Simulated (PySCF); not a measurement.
# Ionisation energy along the 18-electron series

Calculated with PySCF 2.14 and a two-component X2C-1e Hamiltonian (Gaussian nucleus, no Breit or QED terms), each ion in its own even-tempered basis scaled to its charge; GMP2 freezes 1s2 and drops the highest virtual spinors. Values in eV. NIST values: (m) measured, (s) semi-empirical, (t) theoretical.

```json
{"ion": "Gd⁴⁶⁺", "configuration": "[Ar]", "GHF (spin-free)": "4035.2", "GMP2 (spin-free)": "4036.1", "GHF (screened spin-orbit)": "3981.7", "GMP2 (screened spin-orbit)": "3982.6", "NIST": "3980 ± 4 (t)"}
{"ion": "Dy⁴⁸⁺", "configuration": "[Ar]", "GHF (spin-free)": "4366.7", "GMP2 (spin-free)": "4367.6", "GHF (screened spin-orbit)": "4305.2", "GMP2 (screened spin-orbit)": "4306.1", "NIST": "4303 ± 4 (t)"}
```

Q: Fill in the row of Tb⁴⁷⁺.

A: configuration: [Ar]; GHF (spin-free): 4199.2; GMP2 (spin-free): 4200.1; GHF (screened spin-orbit): 4141.8; GMP2 (screened spin-orbit): 4142.7; NIST: 4139 ± 4 (t).
